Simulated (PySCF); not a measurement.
Radial density of C (carbon, neutral)

UHF, [He] 2s1 2p3, 2s spin antiparallel (an excited configuration). All numbers are calculated (PySCF 2.14, the spin-free X2C one-electron Hamiltonian (Gaussian nucleus), in x2c-QZVPPall).

| r (bohr) | 4πr²ρ (e/bohr) | 4πr²(ρα − ρβ) |
| --- | --- | --- |
| 0.00495 | 0.03722 | -0.0011 |
| 0.00832 | 0.1003 | -0.0029 |
| 0.0140 | 0.2632 | -0.0077 |
| 0.0236 | 0.6611 | -0.0192 |
| 0.0396 | 1.539 | -0.0440 |
| 0.0666 | 3.153 | -0.0870 |
| 0.112 | 5.229 | -0.1268 |
| 0.189 | 6.128 | -0.0713 |
| 0.317 | 4.186 | 0.2042 |
| 0.533 | 1.803 | 0.6094 |
| 0.897 | 1.948 | 0.8569 |
| 1.51 | 2.023 | 0.8402 |
| 2.54 | 0.8041 | 0.4555 |
| 4.27 | 0.08715 | 0.0689 |
| 7.18 | 0.001103 | 0.0011 |

Densities and radii are taken from the X2C orbitals without a picture-change correction, which distorts them close to the nucleus.

With the s spin flipped the determinant is a mixture of two multiplicities, not a spectroscopic state.
